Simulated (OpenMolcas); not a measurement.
A run on Ni2+ among 6 point charges of -2 e arranged as a tetragonal octahedron (D4h), 2.06 Å from the ion, with the axial distance 1.916 Å.

```json
{"Program": "OpenMolcas", "Method": "SS-CASPT2, IPEA 0.25 Eh, imaginary shift 0.1 Eh (closed shells correlated: 3s 3p)", "Basis": "ANO-RCC-VDZP [5s4p2d1f]", "Scalar Hamiltonian": "DKH2, point nucleus", "Active space": "8 electrons in 5 orbitals (3d)", "State averaging": "2S+1 = 3 even, 10 roots; 2S+1 = 1 even, 15 roots", "Spin-orbit coupling": "state interaction with AMFI integrals over the reference wave functions"}
```

First CASPT2 step and the start of its output:

```
&CASPT2
Multistate=10 1 2 3 4 5 6 7 8 9 10
NoMult
Frozen=2 3
IPEA=0.25
Imaginary=0.1
MaxIter=60
WThr=0.0 0.3 0.05
PrWF=0.5
NoMix
```

```
--- CASPT2 ---
Orbital specifications:
      -----------------------

      Symmetry species                           1   2
                                                ag  au
      Frozen orbitals                            2   3
      Inactive orbitals                          1   3
      Active orbitals                            5   0
      Secondary orbitals                         7  13
      Deleted orbitals                           0   0
      Number of basis functions                 15  19
Type of calculation                        SS-CASPT2
      Fock operator                              state-specific
      IPEA shift                                 0.25
      Real shift                                 0.00
      Imaginary shift                            0.10
      The input orbitals will be transformed to quasi-canonical
Reference energy:       -1524.5988098897
      E2 (Non-variational):      -0.4911845874
      Shift correction:          -0.0059221451
      E2 (Variational):          -0.4971067325
      Total energy:           -1525.0959166222
      Residual norm:              0.0000003473
      Reference weight:           0.81979
      Contributions to the CASPT2 correlation energy
      Active & Virtual Only:         -0.2636300703
      One Inactive Excited:          -0.1694071700
      Two Inactive Excited:          -0.0581473471
Reference energy:       -1524.5820498157
      E2 (Non-variational):      -0.4928079870
      Shift correction:          -0.0063584452
      E2 (Variational):          -0.4991664321
      Total energy:           -1525.0812162478
      Residual norm:              0.0000005081
      Reference weight:           0.81199
      Contributions to the CASPT2 correlation energy
      Active & Virtual Only:         -0.2659535860
...
```

Over all roots the printed reference weights run from 0.48 to 0.88, and roots that are degenerate in the reference spread by up to 0.17 cm-1.

**Question.** Did the run give usable levels, and if not, why?

**Answer.** No. The equations converged, but the reference weight falls to 0.48 for at least one root against 0.88 for the best. A drop of that size marks an intruder state, so the energies of such roots and the levels built on them can't be trusted.
